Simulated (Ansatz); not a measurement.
## Ansatz (development build ahead of 0.2.0) run

```yaml
crystal:
  periodic: [false, false, false]
  atoms:
    - { symbol: B, position_ang: [0.0, 0.0, 0.0] }
basis:
  gaussian: { orbitals: aug-cc-pVDZ }
magnetization:
  spin_polarized: true
  initial_magnetization: 1
hamiltonian:
  xc: hf
correlation:
  method: mp2
  frozen_orbitals: { B: 1 }
```

The input is written out in the form of the current development build from the run's settings.

The run gave:

* Converged: yes
* Reference energy: -24.53057 hartree
* Correlation energy: -0.03707 hartree
* Total energy: -24.56764 hartree
* Spin squared of the determinant: 0.761
